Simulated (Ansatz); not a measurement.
Ansatz (a first-principles code) input file for BF4, SMILES F[B-](F)(F)F, charge -1, PBE-D3(BJ)/def2-SVPD. 

Ansatz 0.2 input:
```yaml
crystal:
  periodic: [false, false, false]
  atoms:
    - {symbol: F, position_ang: [0.81650816, -0.81650816, 0.81650816]}
    - {symbol: B, position_ang: [0.00000000, 0.00000000, 0.00000000]}
    - {symbol: F, position_ang: [-0.81650816, -0.81650816, -0.81650816]}
    - {symbol: F, position_ang: [-0.81650816, 0.81650816, 0.81650816]}
    - {symbol: F, position_ang: [0.81650816, 0.81650816, -0.81650816]}
basis:
  gaussian:
    orbitals: def2-SVPD
hamiltonian:
  xc: pbe
  dispersion: d3bj
total_charge: -1
relax: {f_tol: 0.002, max_steps: 200}
```

It prints:

```
WARN ansatz: RAYON_NUM_THREADS=1 ignored (pool sized by the plan → 1); use --threads N
Functional definition: PBE
integrals: 0.04 GiB planned
899 factors; their error is unknown
mean field: 0.30 GiB planned
mean field evaluation 1: about -11532.7696 eV, gradient 1.3e1 eV
mean field evaluation 2: about -11532.4777 eV, gradient 1.9e1 eV
mean field evaluation 4: about -11533.0180 eV, gradient 2.7e-1 eV
mean field evaluation 8: about -11532.9786 eV, gradient 7.4e-3 eV
mean field -11532.97864700 eV, -423.8291479434 hartree, gradient 1.0e-5 eV, S^2 0.000000; 0 other end points of the search recorded, 0 dependent functions left out
the calculation of the forces begins
reference -11532.97868672 eV, -423.8291494032 hartree; 21, 21 occupied and 91, 91 virtual orbitals, 899 factors
relax step   1: F+E_penalty+E_count = -11533.02776391 eV  Δ(F+E_penalty+E_count) = +0.000e0 eV  max|allowed force component| = 2.296e-1 eV/Å  Δτ_max = 0.0000 Å  (23 SCF iters, accepted)
these checks for a lower state are left out or cut short: starts, cluster_reference, orbital_swaps, neighbouring_geometries, increment
integrals: 0.04 GiB planned
899 factors; their error is unknown
mean field: 0.30 GiB planned
mean field evaluation 16: about -11532.9854 eV, gradient 7.8e-2 eV
mean field -11532.98543189 eV, -423.8293972836 hartree, gradient 1.8e-5 eV, S^2 0.000000; 0 other end points of the search recorded, 0 dependent functions left out
the calculation of the forces begins
reference -11532.98547166 eV, -423.8293987452 hartree; 21, 21 occupied and 91, 91 virtual orbitals, 899 factors
relax step   2: F+E_penalty+E_count = -11533.03449055 eV  Δ(F+E_penalty+E_count) = -6.727e-3 eV  max|allowed force component| = 1.029e-1 eV/Å  Δτ_max = 0.0059 Å  (27 SCF iters, accepted)
these checks for a lower state are left out or cut short: starts, cluster_reference, orbital_swaps, neighbouring_geometries, increment
integrals: 0.04 GiB planned
899 factors; their error is unknown
mean field: 0.30 GiB planned
mean field -11532.98722203 eV, -423.8294630699 hartree, gradient 1.7e-5 eV, S^2 0.000000; 0 other end points of the search recorded, 0 dependent functions left out
the calculation of the forces begins
reference -11532.98726184 eV, -423.8294645332 hartree; 21, 21 occupied and 91, 91 virtual orbitals, 899 factors
relax step   3: F+E_penalty+E_count = -11533.03623205 eV  Δ(F+E_penalty+E_count) = -1.741e-3 eV  max|allowed force component| = 2.049e-3 eV/Å  Δτ_max = 0.0048 Å  (27 SCF iters, accepted)
these checks for a lower state are left out or cut short: starts, cluster_reference, orbital_swaps, neighbouring_geometries, increment
integrals: 0.04 GiB planned
899 factors; their error is unknown
mean field: 0.30 GiB planned
mean field evaluation 32: about -11532.9872 eV, gradient 1.4e-5 eV
mean field -11532.98722373 eV, -423.8294631327 hartree, gradient 1.4e-5 eV, S^2 0.000000; 0 other end points of the search recorded, 0 dependent functions left out
the calculation of the forces begins
reference -11532.98726355 eV, -423.8294645960 hartree; 21, 21 occupied and 91, 91 virtual orbitals, 899 factors
relax step   4: F+E_penalty+E_count = -11533.03623275 eV  Δ(F+E_penalty+E_count) = -7.038e-7 eV  max|allowed force component| = 1.097e-5 eV/Å  Δτ_max = 0.0001 Å  (17 SCF iters, accepted)
integrals: 0.04 GiB planned
899 factors; their error is unknown
mean field: 0.30 GiB planned
mean field -11532.98722373 eV, -423.8294631327 hartree, gradient 1.6e-5 eV, S^2 0.000000; 1 other end points of the search recorded, 0 dependent functions left out
the calculation of the forces begins
reference -11532.98726355 eV, -423.8294645960 hartree; 21, 21 occupied and 91, 91 virtual orbitals, 899 factors
Total energy: -11533.03627257 eV, -423.8312656442 hartree
Atom 0 at     0.822722    -0.822722     0.822722 Å, force     0.000011    -0.000011     0.000011 eV/Å
Atom 1 at     0.000000     0.000000    -0.000000 Å, force    -0.000000    -0.000000     0.000000 eV/Å
Atom 2 at    -0.822722    -0.822722    -0.822722 Å, force    -0.000011    -0.000011    -0.000011 eV/Å
Atom 3 at    -0.822722     0.822722     0.822722 Å, force    -0.000011     0.000011     0.000011 eV/Å
Atom 4 at     0.822722     0.822722    -0.822722 Å, force     0.000011     0.000011    -0.000011 eV/Å
Dipole moment:    -0.000000     0.000000     0.000000 e Å
```

The run converged.
